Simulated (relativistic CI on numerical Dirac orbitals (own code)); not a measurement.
**Radial parameters of Nb IV**

Calculated at this level of theory: Dirac-Coulomb-Breit CI, orbitals from a KLI potential per configuration, model QED (radiative potential, 1s self-energy scaled to tabulated hydrogen-like ionisation energies), valence Slater integrals scaled by 0.85, P86 correlation energy added to each configuration (own radial code, finite nucleus).

Slater integrals F^k, G^k are unscaled and averaged over j, outside the closed core [Ar] 3d10 4s2; ζ comes from projecting the Hamiltonian with its Breit term on Σ l·s of the shell.

- 4p6 4d2: F^2(4d,4d) = 58899, F^4(4d,4d) = 38660, ζ(4d) = 584.99 cm⁻¹; <r>(4d) = 1.715, <r^2>(4d) = 3.437 (bohr units).
- 4p6 4d 5s: ζ(4d) = 653.11, G^2(4d,5s) = 17277 cm⁻¹; <r>(4d) = 1.678, <r^2>(4d) = 3.294, <r>(5s) = 2.78, <r^2>(5s) = 8.64 (bohr units).
- 4p6 4d 5p: ζ(4d) = 677, F^2(4d,5p) = 25380, G^1(4d,5p) = 11011, G^3(4d,5p) = 9507.8, ζ(5p) = 1711.3 cm⁻¹; <r>(4d) = 1.661, <r^2>(4d) = 3.224, <r>(5p) = 3.22, <r^2>(5p) = 11.59 (bohr units).

Give the Racah parameters of the d shell in 4p6 4d2.

B = F²/49 − 5F⁴/441 = 764 cm⁻¹ and C = 35F⁴/441 = 3068 cm⁻¹; values fitted to spectra at such low charge are typically 15 to 30 % smaller.

In this model ζ of a weakly bound d, f or g electron outside closed shells comes out too small, for d by up to a factor of two or three and at times with the wrong sign; that of an outer p electron is too small as well.

Correlation outside the listed configurations is missing or only estimated: errors of thousands of cm⁻¹ between configurations and terms are usual at this charge. Rates and lifetimes follow the computed energies and can be off by large factors. The fine structure of a lone outer electron comes out too small, for d and f at times inverted, and misplaced configurations move strength between like terms.

Averages of the first 10 configurations, taken without configuration mixing, which lowers the lowest level and can move excited configurations by several eV; other configurations of the list can lie among them:

```
Configuration  Parity  States  Average energy above the lowest level (eV)
      4p6 4d2    even      45                                         0.9
    4p6 4d 5s    even      20                                         7.2
    4p6 4d 5p     odd      60                                        13.1
    4p6 4d 4f     odd     140                                        23.8
      4p6 5s2    even       1                                        15.7
    4p6 5s 5p     odd      12                                        20.9
    4p6 4d 6s    even      20                                        21.9
    4p6 4d 5d    even     100                                        21.1
      4p5 4d3     odd     720                                        36.8
      4p6 4f2    even      91                                        49.3
```
